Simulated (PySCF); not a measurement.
C7H14Si.
Z-matrix (Å and degrees, PBE0-D3(BJ)/def2-SVP geometry), rows numbered from 1:
```
C 
C   1  1.5240
C   2  1.5243  1  111.52
C   2  1.5420  1  111.06  3  -126.61
C   4  1.5085  2  113.56  1  -175.03
C   5  1.3408  4  120.41  2  -126.00
C   6  1.5062  5  119.50  4    -0.65
Si  7  1.9018  6  102.29  5    -0.79
H   1  1.1029  2  111.07  3    60.67
H   1  1.1010  2  111.26  3   -58.96
H   1  1.1013  2  111.39  3  -179.32
H   2  1.1073  1  107.43  3   117.26
H   3  1.1005  2  111.44  1   179.43
H   3  1.1010  2  110.93  1    59.02
H   3  1.1025  2  111.26  1   -60.41
H   4  1.1066  2  106.83  1   -55.23
H   5  1.0974  4  118.80  2    53.45
H   6  1.0962  5  120.78  4   179.69
H   7  1.1036  6  111.47  5  -120.99
H   7  1.1037  6  111.65  5   120.69
H   8  1.4958  4  114.94  2     3.69
H   8  1.4959  4  112.04  2  -119.39
```

The closed-shell ground state was solved at several levels (PySCF, density fitting, gas phase, non-relativistic).

```tsv
level	basis functions	total energy (Eh)	HOMO (eV)	LUMO (eV)	gap (eV)	dipole (D)
PBE0/pcSseg-1	213	-564.1465	-7.05	0.46	7.51	0.40
CAM-B3LYP/def2-SVPD	276	-564.2124	-8.35	1.24	9.59	0.44
```

**Question.** What might wB97X-D/pcSseg-1 (213 basis functions) give for the same quantities?

**Answer.** Total energy -564.5133 Eh, HOMO -8.87 eV, LUMO 2.28 eV, gap 11.15 eV, dipole 0.36 D.

**Question.** Over all these levels, which gives the widest orbital gap and which the narrowest?

**Answer.** wB97X-D/pcSseg-1 (range-separated hybrid) has the widest, 11.15 eV, and PBE0/pcSseg-1 (global hybrid, 25 % exact exchange) the narrowest, 7.51 eV. The two share the basis. From the narrowest to the widest the HOMO moves by -1.82 eV and the LUMO by +1.82 eV.

**Question.** How far do the dipole and the HOMO energy spread over the levels?

**Answer.** The dipole runs from 0.36 to 0.44 D (mean 0.40 D) and the HOMO from -8.87 to -7.05 eV.

One conformer stands for the species.

The pairwise dispersion term of wB97X-D wasn't added to the energies; at a given geometry it leaves orbitals and properties as they are.
